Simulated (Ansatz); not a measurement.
Ansatz (a first-principles code) input (HF/3-21G): The .json file is the Basis Set Exchange's 3-21G.

Ansatz 0.2 input:
```yaml
crystal:
  periodic: [false, false, false]
  atoms:
    - {symbol: Cd, position_ang: [0.31299585, 0.00130642, -0.04457044]}
    - {symbol: F, position_ang: [-0.99416239, 1.26165292, -0.96419871]}
    - {symbol: F, position_ang: [-0.67514879, -1.26862050, 1.20190775]}
basis:
  gaussian:
    orbitals: 3-21G.json
hamiltonian:
  xc: {name: HF}
total_charge: -1
magnetization: {spin_polarized: true, initial_magnetization: 1}
phonons: {temperatures: {t_min: 298.15, t_max: 298.15, t_step: 100}}
```

Output:

```
Functional definition: HF
integrals: 0.01 GiB planned
719 factors; integrals over basis functions are off by at most 1.1e-4 eV
mean field: 0.27 GiB planned
mean field evaluation 1: about -153417.6836 eV, gradient 9.2e0 eV
mean field evaluation 2: about -153417.6870 eV, gradient 9.2e0 eV
mean field evaluation 4: about -153418.5535 eV, gradient 1.8e0 eV
mean field evaluation 8: about -153418.6066 eV, gradient 4.4e-4 eV
mean field -153418.60672328 eV, -5638.0298062141 hartree, gradient 1.7e-5 eV, S^2 0.752072; 0 other end points of the search recorded, 0 dependent functions left out
the calculation of the forces begins
reference -153418.60672328 eV, -5638.0298062141 hartree; 34, 33 occupied and 23, 24 virtual orbitals, 719 factors
these checks for a lower state are left out or cut short: stability, starts, cluster_reference, orbital_swaps, neighbouring_geometries, increment
integrals: 0.01 GiB planned
719 factors; integrals over basis functions are off by at most 1.1e-4 eV
mean field: 0.27 GiB planned
mean field evaluation 16: about -153418.6067 eV, gradient 4.9e-6 eV
mean field -153418.60668707 eV, -5638.0298048832 hartree, gradient 1.0e-6 eV, S^2 0.752074; 0 other end points of the search recorded, 0 dependent functions left out
the calculation of the forces begins
reference -153418.60668707 eV, -5638.0298048832 hartree; 34, 33 occupied and 23, 24 virtual orbitals, 719 factors
these checks for a lower state are left out or cut short: stability, starts, cluster_reference, orbital_swaps, neighbouring_geometries, increment
integrals: 0.01 GiB planned
719 factors; integrals over basis functions are off by at most 1.1e-4 eV
mean field: 0.27 GiB planned
mean field -153418.60668927 eV, -5638.0298049641 hartree, gradient 1.0e-6 eV, S^2 0.752070; 0 other end points of the search recorded, 0 dependent functions left out
the calculation of the forces begins
reference -153418.60668927 eV, -5638.0298049641 hartree; 34, 33 occupied and 23, 24 virtual orbitals, 719 factors
these checks for a lower state are left out or cut short: stability, starts, cluster_reference, orbital_swaps, neighbouring_geometries, increment
integrals: 0.01 GiB planned
719 factors; integrals over basis functions are off by at most 1.1e-4 eV
mean field: 0.27 GiB planned
mean field evaluation 32: about -153418.6067 eV, gradient 4.9e-6 eV
mean field -153418.60668842 eV, -5638.0298049329 hartree, gradient 1.0e-6 eV, S^2 0.752075; 0 other end points of the search recorded, 0 dependent functions left out
the calculation of the forces begins
reference -153418.60668842 eV, -5638.0298049329 hartree; 34, 33 occupied and 23, 24 virtual orbitals, 719 factors
these checks for a lower state are left out or cut short: stability, starts, cluster_reference, orbital_swaps, neighbouring_geometries, increment
integrals: 0.01 GiB planned
719 factors; integrals over basis functions are off by at most 1.1e-4 eV
mean field: 0.27 GiB planned
mean field -153418.60669614 eV, -5638.0298052164 hartree, gradient 1.0e-6 eV, S^2 0.752069; 0 other end points of the search recorded, 0 dependent functions left out
the calculation of the forces begins
reference -153418.60669614 eV, -5638.0298052164 hartree; 34, 33 occupied and 23, 24 virtual orbitals, 719 factors
these checks for a lower state are left out or cut short: stability, starts, cluster_reference, orbital_swaps, neighbouring_geometries, increment
integrals: 0.01 GiB planned
719 factors; integrals over basis functions are off by at most 1.1e-4 eV
mean field: 0.27 GiB planned
mean field -153418.60671306 eV, -5638.0298058383 hartree, gradient 1.0e-6 eV, S^2 0.752071; 0 other end points of the search recorded, 0 dependent functions left out
the calculation of the forces begins
reference -153418.60671306 eV, -5638.0298058383 hartree; 34, 33 occupied and 23, 24 virtual orbitals, 719 factors
these checks for a lower state are left out or cut short: stability, starts, cluster_reference, orbital_swaps, neighbouring_geometries, increment
integrals: 0.01 GiB planned
719 factors; integrals over basis functions are off by at most 1.1e-4 eV
mean field: 0.27 GiB planned
mean field -153418.60671110 eV, -5638.0298057665 hartree, gradient 1.0e-6 eV, S^2 0.752073; 0 other end points of the search recorded, 0 dependent functions left out
the calculation of the forces begins
reference -153418.60671110 eV, -5638.0298057665 hartree; 34, 33 occupied and 23, 24 virtual orbitals, 719 factors
Total energy: -153418.60672328 eV, -5638.0298062141 hartree
Atom 0 at     0.312996     0.001306    -0.044570 Å, force    -0.000901    -0.000004     0.000128 eV/Å
Atom 1 at    -0.994162     1.261653    -0.964199 Å, force     0.000610    -0.001262     0.001018 eV/Å
Atom 2 at    -0.675149    -1.268620     1.201908 Å, force     0.000291     0.001266    -0.001146 eV/Å
Dipole moment:     0.405284     0.001692    -0.057712 e Å
Vibrations: 136.91 521.15 526.54 cm⁻¹, zero-point energy 0.073437 eV
```

The blocks after the first are displaced geometries, from whose forces the wavenumbers follow.

The dipole moment of an ion depends on the origin.
